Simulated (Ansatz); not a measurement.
Cost and result for the atomization energy of C$_{2}$H$_{8}$GeSi, SMILES `[SiH3]/C=[CH]\[GeH3]` (12 atoms, 11 bonds).

Cartesian coordinates in Å:
```
Si -1.706 0.359 0.653
C -0.691 0.574 -0.895
C 0.576 0.195 -1.076
Ge 1.740 -0.693 0.217
H -0.903 -0.315 1.706
H -2.915 -0.457 0.362
H -2.157 1.684 1.157
H -1.193 1.062 -1.733
H 1.038 0.391 -2.044
H 1.161 -2.051 0.648
H 1.951 0.176 1.467
H 3.100 -0.926 -0.462
```

Total charge 0; spin multiplicity 1. Correlated methods include outer-core shells of Ge, which these sets cover unevenly. Scalar relativity is left out up to krypton. All single points use the PBE0-D4/def2-TZVP geometry. Program: Ansatz. All runs use 4 threads of an Arm Neoverse V2 on a shared host. Times are those of one run each, without the atoms' runs, and a repeat can differ threefold. Electronic energies, without spin–orbit coupling; frozen cores. CCSD(T)/CBS adds CCSD(T) − MP2 in def2-TZVPP to the MP2 limit, and its time is that of the two runs behind it. T1 = 0.012. With those shells the extrapolation isn't a true limit. B3LYP takes the VWN-RPA correlation (the form of Gaussian; ORCA's B3LYP/G).

CCSD(T)/CBS is a level of theory with its own doubt, some kJ/mol a heavy atom from the limit and from the frozen cores, so smaller differences don't rank the functionals.

```tsv
level	functions	wall time	atomization (kcal/mol)	difference from CCSD(T)/CBS	per bond
PBE-D4/def2-TZVPP (with forces)	264	2.4 s	953.4	0.1	0.0
PBE0-D4/def2-TZVPP	264	3.1 s	946.3	-7.0	-0.6
r2SCAN-D4/def2-TZVPP (with forces)	264	4.7 s	951.7	-1.6	-0.1
B3LYP-D4/def2-TZVPP (with forces)	264	4.7 s	950.2	-3.1	-0.3
B2PLYP/def2-TZVPP	264	5.5 s	939.5	-13.8	-1.3
ωB97X-V/def2-TZVPP	264	8 s	955.4	2.1	0.2
ωB97M-V/def2-TZVPP (with forces)	264	12 s	949.8	-3.5	-0.3
MP2/def2-QZVPP	513	30 s	943.8	-9.5	-0.9
CCSD(T)/def2-TZVPP	264	2.8 min	933.8	-19.5	-1.8
CCSD(T)/CBS(def2)	–	3.3 min	953.3	0.0	0.0
```

In def2-TZVPP, CCSD(T) changes the Hartree–Fock value by +219.5 kcal/mol (the triples alone add +11.4 kcal/mol) and MP2 by +218.0 kcal/mol; breaking electron pairs costs correlation energy, which Hartree–Fock lacks. The D4 term adds +10.2 kcal/mol with B3LYP and +5.4 kcal/mol with PBE0; it sums over pairs of atoms, weighted by their polarisabilities, and B3LYP, whose exchange is more repulsive, gets the larger term. From PBE to PBE0 (25 % exact exchange), in def2-TZVPP and without D4, the atomization energy moves by −6.1 kcal/mol: exact exchange takes away binding that semilocal exchange gives to molecules.

For some Ge, Se and Sn compounds the MP2-based and the directly extrapolated limit differ by 10 to 25 kJ/mol.
